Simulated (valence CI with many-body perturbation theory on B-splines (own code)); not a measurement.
# E1 line list for Ba XXV

Level of theory: valence CI with perturbative core correlation (CI+MBPT): four valence electrons over a frozen Dirac-Fock core [Ar] 3d10, radial functions for each j: 11 s, 11 p, 9 d, 7 f, 5 g, 2 h, 1 i, with the one-electron correlation potential Σ1 (screened to all orders), the two-electron term Σ2, the three-electron term Σ3, Breit, model QED; selected single and double excitations, second order for the rest (own B-spline code, finite nucleus).

No measured spectrum was set against this ion. As an estimate, levels hold to about 250 cm⁻¹ or 0.2 % of their energy and the worst to 1 %, as in measured heavy ions of charge 2 to 7; those with d or f electrons hold less well.

Lines 151 to 200 of 223 in falling wavelength, among levels below 1707300 cm⁻¹, chosen from the strongest by gf and those to the six lowest levels. Wavelengths and rates use the calculated energies, so an error of 2000 cm⁻¹ moves a line at 116.6 Å by 0.23 % and its rate by three times that or more. Electric multipoles are in the length gauge, E1 and E2 with the static RPA response of the core. Weak lines are less certain than strong ones. Lines between different terms over intervals too small for the method are left out, as are lines whose strength nearly cancels. Where a level lies close to another of its J and parity, the split of strength between their lines is uncertain. The highest levels of a list are the least certain.

Levels are named by their leading jj configuration (3d3/2^4 stands for four electrons in 3d with j = 3/2), which in mixed levels can hold well under half, so a name can repeat and another be missing. Letters in brackets count levels of one name in rising energy.

| λ vac (Å) | Upper | Lower | A (s⁻¹) | S (a.u.) |
| --- | --- | --- | --- | --- |
| 116.6 | (4s 4p1/2 4p3/2^2) J=1 [b] | (4s^2 4p1/2^2) J=0 | 2.76e+10 | 6.49e-02 |
| 116.3 | (4s 4p3/2^2 4d3/2) J=1 [a] | (4s 4p1/2 4p3/2^2) J=0 | 8.90e+10 | 2.08e-01 |
| 115.8 | (4s 4p1/2 4p3/2 4d3/2) J=2 [a] | (4s 4p1/2^2 4p3/2) J=2 | 2.19e+09 | 8.36e-03 |
| 115.7 | (4s 4p3/2^3) J=1 | (4s^2 4p1/2 4p3/2) J=2 | 1.96e+09 | 4.49e-03 |
| 114.8 | (4s 4p3/2^2 4d3/2) J=3 | (4s 4p1/2 4p3/2^2) J=2 [b] | 1.06e+10 | 5.56e-02 |
| 114.7 | (4s 4p1/2 4p3/2 4d3/2) J=1 [a] | (4s 4p1/2^2 4p3/2) J=2 | 2.08e+09 | 4.64e-03 |
| 114.4 | (4s 4p1/2 4p3/2 4d3/2) J=3 [a] | (4s 4p1/2^2 4p3/2) J=2 | 1.72e+10 | 8.92e-02 |
| 114.3 | (4s^2 4p3/2 4d5/2) J=3 | (4s^2 4p3/2^2) J=2 | 3.04e+11 | 1.57e+00 |
| 114.2 | (4s 4p1/2 4p3/2 4d3/2) J=2 [b] | (4s 4p1/2^2 4p3/2) J=2 | 2.69e+10 | 9.89e-02 |
| 113.9 | (4s 4p3/2^2 4d3/2) J=2 | (4s 4p1/2 4p3/2^2) J=2 [b] | 5.63e+10 | 2.05e-01 |
| 113.7 | (4s 4p3/2^2 4d3/2) J=2 | (4s 4p1/2 4p3/2^2) J=1 [a] | 1.06e+10 | 3.86e-02 |
| 113.5 | (4s 4p3/2^2 4d3/2) J=1 [b] | (4s 4p1/2 4p3/2^2) J=2 [b] | 3.75e+10 | 8.12e-02 |
| 112.9 | (4s 4p3/2^3) J=1 | (4s^2 4p1/2 4p3/2) J=1 | 7.57e+10 | 1.61e-01 |
| 112.8 | (4s 4p1/2 4p3/2 4d5/2) J=3 [c] | (4s 4p1/2 4p3/2^2) J=2 [a] | 3.12e+10 | 1.55e-01 |
| 112.2 | (4s 4p1/2 4p3/2 4d5/2) J=3 [d] | (4s 4p1/2 4p3/2^2) J=2 [a] | 1.48e+11 | 7.21e-01 |
| 112.1 | (4s 4p1/2 4p3/2 4d5/2) J=3 [e] | (4s 4p1/2 4p3/2^2) J=3 | 1.06e+10 | 5.15e-02 |
| 111.8 | (4s^2 4p3/2 4d5/2) J=1 | (4s^2 4p3/2^2) J=2 | 5.16e+07 | 1.07e-04 |
| 111.7 | (4s 4p1/2 4p3/2 4d3/2) J=2 [d] | (4s 4p1/2^2 4p3/2) J=1 | 1.38e+10 | 4.75e-02 |
| 111.2 | (4s 4p1/2 4p3/2 4d5/2) J=1 [a] | (4s 4p1/2^2 4p3/2) J=1 | 9.49e+10 | 1.93e-01 |
| 110.5 | (4s 4p3/2^2 4d5/2) J=4 | (4s 4p1/2 4p3/2^2) J=3 | 3.39e+10 | 2.03e-01 |
| 109.6 | (4s 4p1/2 4p3/2 4d5/2) J=2 [d] | (4s 4p1/2 4p3/2^2) J=3 | 3.16e+10 | 1.03e-01 |
| 107.5 | (4s 4p1/2 4p3/2 4d5/2) J=3 [e] | (4s 4p1/2 4p3/2^2) J=2 [a] | 1.23e+10 | 5.26e-02 |
| 107.1 | (4s 4p1/2 4p3/2 4d5/2) J=2 [a] | (4s 4p1/2^2 4p3/2) J=2 | 1.02e+09 | 3.09e-03 |
| 107.0 | (4s 4p3/2^2 4d3/2) J=3 | (4s 4p1/2 4p3/2^2) J=3 | 1.77e+11 | 7.49e-01 |
| 106.6 | (4s 4p1/2 4p3/2 4d5/2) J=3 [a] | (4s 4p1/2^2 4p3/2) J=2 | 1.52e+11 | 6.38e-01 |
| 106.2 | (4s 4p3/2^2 4d3/2) J=2 | (4s 4p1/2 4p3/2^2) J=3 | 3.78e+10 | 1.12e-01 |
| 106.2 | (4s^2 4p3/2 4d3/2) J=2 | (4s^2 4p1/2 4p3/2) J=2 | 1.54e+11 | 4.55e-01 |
| 106.1 | (4s 4p3/2^2 4d3/2) J=1 [a] | (4s 4p1/2 4p3/2^2) J=2 [a] | 8.35e+10 | 1.48e-01 |
| 105.8 | (4s 4p1/2 4p3/2 4d3/2) J=1 [c] | (4s 4p1/2^2 4p3/2) J=1 | 1.05e+11 | 1.84e-01 |
| 105.2 | (4s 4p1/2 4p3/2 4d5/2) J=2 [d] | (4s 4p1/2 4p3/2^2) J=2 [a] | 8.64e+10 | 2.48e-01 |
| 104.2 | (4s^2 4p3/2 4d3/2) J=3 | (4s^2 4p1/2 4p3/2) J=2 | 3.14e+11 | 1.23e+00 |
| 104.0 | (4s 4p1/2 4p3/2 4d3/2) J=2 [c] | (4s 4p1/2^2 4p3/2) J=2 | 2.60e+11 | 7.22e-01 |
| 103.8 | (4s^2 4p3/2 4d3/2) J=2 | (4s^2 4p1/2 4p3/2) J=1 | 1.53e+11 | 4.23e-01 |
| 103.7 | (4s 4p1/2 4p3/2 4d5/2) J=3 [b] | (4s 4p1/2^2 4p3/2) J=2 | 8.66e+10 | 3.33e-01 |
| 103.4 | (4s^2 4p3/2 4d3/2) J=1 | (4s^2 4p1/2 4p3/2) J=2 | 4.65e+10 | 7.62e-02 |
| 103.4 | (4s 4p1/2 4p3/2 4d3/2) J=1 [b] | (4s 4p1/2^2 4p3/2) J=2 | 3.14e+11 | 5.14e-01 |
| 102.9 | (4s 4p1/2 4p3/2 4d3/2) J=3 [b] | (4s 4p1/2^2 4p3/2) J=2 | 1.73e+09 | 6.52e-03 |
| 102.8 | (4s 4p1/2 4p3/2 4d3/2) J=2 [d] | (4s 4p1/2^2 4p3/2) J=2 | 6.82e+10 | 1.83e-01 |
| 102.8 | (4s 4p3/2^2 4d3/2) J=3 | (4s 4p1/2 4p3/2^2) J=2 [a] | 1.32e+11 | 4.96e-01 |
| 102.6 | (4s^2 4p3/2 4d3/2) J=0 | (4s^2 4p1/2 4p3/2) J=1 | 2.71e+11 | 1.45e-01 |
| 102.4 | (4s 4p1/2 4p3/2 4d5/2) J=1 [a] | (4s 4p1/2^2 4p3/2) J=2 | 1.13e+10 | 1.80e-02 |
| 102.3 | (4s 4p1/2 4p3/2 4d3/2) J=2 [e] | (4s 4p1/2^2 4p3/2) J=1 | 2.22e+11 | 5.86e-01 |
| 102.1 | (4s 4p1/2 4p3/2 4d3/2) J=0 [b] | (4s 4p1/2^2 4p3/2) J=1 | 2.11e+11 | 1.11e-01 |
| 102.0 | (4s 4p3/2^2 4d3/2) J=2 | (4s 4p1/2 4p3/2^2) J=2 [a] | 1.27e+11 | 3.32e-01 |
| 101.7 | (4s 4p3/2^2 4d3/2) J=1 [b] | (4s 4p1/2 4p3/2^2) J=2 [a] | 1.31e+11 | 2.05e-01 |
| 101.7 | (4s^2 4p1/2 4d3/2) J=1 | (4s^2 4p1/2^2) J=0 | 3.37e+11 | 5.24e-01 |
| 101.2 | (4s^2 4p3/2 4d5/2) J=2 | (4s^2 4p1/2 4p3/2) J=2 | 2.25e+10 | 5.76e-02 |
| 101.2 | (4s^2 4p3/2 4d3/2) J=1 | (4s^2 4p1/2 4p3/2) J=1 | 1.76e+11 | 2.70e-01 |
| 100.8 | (4s 4p1/2 4p3/2 4d5/2) J=2 [b] | (4s 4p1/2^2 4p3/2) J=1 | 7.70e+10 | 1.94e-01 |
| 100.1 | (4s 4p1/2 4p3/2 4d5/2) J=1 [c] | (4s 4p1/2^2 4p3/2) J=1 | 3.36e+10 | 5.00e-02 |
